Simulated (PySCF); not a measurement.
**Electron correlation in He (helium, neutral)**

1s2, closed-shell 1S. All numbers are calculated (PySCF 2.14, scalar relativity by spin-free X2C-1e, in x2c-QZVPPall with one added diffuse shell each of s, p, d type (5s4p3d1f, 39 functions)). Frozen: nothing; 2 electrons correlated.

With two correlated electrons CCSD is exact within the correlated space (frozen core and kept virtual orbitals).

```json
{"level": "CCSD", "correlation energy (mhartree)": "-40.90"}
```

Diagnostics: T1 = 0.0015, D1 = 0.0021, largest double amplitude 0.030.

Cost of the coupled-cluster step: about 0.2 core-seconds, for 2 correlated electrons.

Iterations:

```
CC2 = 0
CCSD nocc = 1, nmo = 39
frozen orbitals []
max_cycle = 100
direct = 0
conv_tol = 1e-08
conv_tol_normt = 1e-06
diis_space = 8
diis_start_cycle = 0
Init t2, MP2 energy = -2.89727835659468  E_corr(MP2) -0.0355518230242333
Init E_corr(CCSD) = -0.0355518230242409
cycle = 1  E_corr(CCSD) = -0.0397382616438722  dE = -0.00418643862  norm(t1,t2) = 0.0108777
cycle = 2  E_corr(CCSD) = -0.0406292640097192  dE = -0.000891002366  norm(t1,t2) = 0.00273222
cycle = 3  E_corr(CCSD) = -0.0409097627053961  dE = -0.000280498696  norm(t1,t2) = 0.000815614
cycle = 4  E_corr(CCSD) = -0.0409015847210076  dE = 8.17798439e-06  norm(t1,t2) = 0.000113277
cycle = 5  E_corr(CCSD) = -0.0409011501912475  dE = 4.3452976e-07  norm(t1,t2) = 7.38178e-06
cycle = 6  E_corr(CCSD) = -0.0409012661052754  dE = -1.15914028e-07  norm(t1,t2) = 1.87622e-06
cycle = 7  E_corr(CCSD) = -0.0409012751111059  dE = -9.00583054e-09  norm(t1,t2) = 2.14577e-07
CCSD converged
E(CCSD) = -2.902627808681557  E_corr = -0.04090127511110594
```
